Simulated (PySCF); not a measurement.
SiHFClBr, SMILES F[SiH](Cl)Br.

Geometry optimised at B3LYP-D3(BJ)/def2-SVP.

These are TDDFT-B3LYP/def2-SVPD run with PySCF values and carry that method's errors.

Vertical excitations. The molecule is in vacuum.

| state | energy (eV) | λ (nm) | f | main pairs |
|---|---|---|---|---|
| S1 | 6.85 | 181 | 0.029 | HOMO→LUMO 96 % |
| S2 | 6.89 | 180 | 0.013 | HOMO−1→LUMO 98 % |
| S3 | 7.48 | 166 | 0.001 | HOMO→LUMO+1 85 % |
| S4 | 7.60 | 163 | 0.021 | HOMO−2→LUMO 62 %, HOMO−1→LUMO+1 33 % |
| S5 | 7.69 | 161 | 0.010 | HOMO−1→LUMO+1 30 %, HOMO−2→LUMO 24 %, HOMO→LUMO+2 22 %, HOMO→LUMO+1 9 % |
| S6 | 7.84 | 158 | 0.020 | HOMO−1→LUMO+2 52 %, HOMO→LUMO+2 33 %, HOMO−3→LUMO 9 % |
| S7 | 7.91 | 157 | 0.004 | HOMO−3→LUMO 78 %, HOMO→LUMO+2 19 % |
| S8 | 8.06 | 154 | 0.061 | HOMO−1→LUMO+2 32 %, HOMO→LUMO+2 18 %, HOMO−1→LUMO+1 14 %, HOMO−2→LUMO+1 11 % |
| S9 | 8.23 | 151 | 0.007 | HOMO−2→LUMO+1 69 %, HOMO→LUMO+3 14 % |
| S10 | 8.27 | 150 | 0.056 | HOMO→LUMO+3 75 %, HOMO−2→LUMO+2 13 % |
| T1 | 6.34 | 196 | 0 | HOMO→LUMO 97 % |
| T2 | 6.43 | 193 | 0 | HOMO−1→LUMO 96 % |
| T3 | 7.09 | 175 | 0 | HOMO−2→LUMO 83 % |
| T4 | 7.25 | 171 | 0 | HOMO→LUMO+1 63 %, HOMO−1→LUMO+1 13 % |
Triplets are in the Tamm–Dancoff approximation, which puts them higher than full response would, so one can lie above its singlet here.
